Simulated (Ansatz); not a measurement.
**Telling isomers of ClH4OSiSn apart by their spectra**

These gas-phase data were calculated for one isomer of ClH4OSiSn at PBE0-D3(BJ)/def2-SVP (harmonic, unscaled wavenumbers; equilibrium rotational constants with average atomic masses):

* rotational constants: 3.907, 1.023, 0.8501 GHz
* all wavenumbers above 1500 cm⁻¹: 3907, 2208, 1895, 1869

Candidates:

(1) `O[Si@H](Cl)[SnH2]`, a doublet
(2) `O[SiH2][SnH][Cl]`, a doublet

Assign the data to one candidate and say why.

Candidate (1). 1 mode lies between 2000 and 2380 cm⁻¹, one for each Si–H bond, while (2) has 2.

The same quantities for all candidates:

```
     rotational constants (GHz)  wavenumbers above 1500 cm⁻¹  E above the lowest, PBE0-D3(BJ)/def2-SVP (kcal/mol)
(1)        3.907, 1.023, 0.8501       3907, 2208, 1895, 1869                                                  1.6
(2)          2.556, 1.729, 1.07       3759, 2267, 2205, 1820                                                  0.0
```

Each candidate is one conformer. Open shells are spin-unrestricted. Atoms past krypton carry core potentials. Programs: Ansatz 0.2.0.
